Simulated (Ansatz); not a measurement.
A made-up structure of SiH2TeO, closed shell:

O1  (-1.138, -1.090, 1.983)
Si2  (1.671, 0.707, -0.275)
Te3  (-0.379, -0.643, 0.143)
H4  (-1.103, -1.184, -1.285)
H5  (0.812, 1.838, -0.267)
(Å)

It is relaxed with PBE-D4/def2-SVP and then PBE0-D4/def2-TZVP (Ansatz 0.2.0). Atoms count as bonded within 1.22 times the sum of their covalent radii (H–H: 0.88 Å). The end point is not checked to be a true minimum.

(1) Does its bonding change? (Judge from chemistry; the calculation decides.)

Answers

(1) The calculation gives: Yes. Formed: Si2–H4; broken: Te3–H4.

Where it ends: The first stage lowers the energy by 2.11 eV in 10 steps. It ends as SiH₂TeO ([O][Te][SiH2]):
```xyz
5
angstrom
O -0.8026 -0.7527 2.4178
Si 0.2329 0.2546 -0.6355
Te -0.5577 -1.4823 0.7730
H 0.5273 -0.0397 -2.0576
H 0.4635 1.6491 -0.1979
```

Labels in which every atom is bracketed show which atoms are joined, not bond orders.

For scale, one of the runs: PBE0-D4/def2-TZVP relaxation, 130 basis functions, launched by `ansatz run in.yaml --threads 2 --pin off --events-out ev --progress --plain --max-ram 4352MiB`. Hardware: 2 CPU threads of an Arm Neoverse V1, shared host. Wall time about 110 s.
